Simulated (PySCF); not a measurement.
Bonds broken one at a time in the series SiF3-X. All species are isolated molecules in the gas phase. One relaxed conformer stands for each flexible species; it need not be the lowest. Strings in code marks are SMILES.

These are PBE-D3(BJ)/def2-TZVP // r2SCAN-D4/def2-TZVP run with PySCF values and carry that method's errors. 

| species | dipole moment (D) |
|---|---|
| whole molecule (`F[SiH](F)F`) | … |
| radical fragment (`F[SiH]F`) | 1.24 |
| radical fragment (`F[Si](Cl)F`) | 0.89 |
| whole molecule (`F[Si](F)(F)I`) | 1.16 |
| whole molecule (`O[Si](F)(F)F`) | 2.12 |
| radical fragment (`O[Si](F)F` (H–O–Si–F torsion 178°)) | – |
| whole molecule (`F[Si](F)(F)[SiH3]`) | 1.93 |
| whole molecule (`F[Si](F)(F)S`) | 1.51 |
| whole molecule (`B[Si](F)(F)F`) | 1.92 |
| whole molecule (`F[Si](F)([GeH3])F`) | 1.86 |
| radical fragment (`F[Si](F)[SeH]` (F–Si–Se–H torsion 62°)) | – |
| radical fragment (`[SeH]`) | … |

### Question
Some entries are withheld; supply them.

### Answer

- whole molecule (`F[SiH](F)F`), dipole moment (D): 1.21
- radical fragment (`[SeH]`), dipole moment (D): 0.55
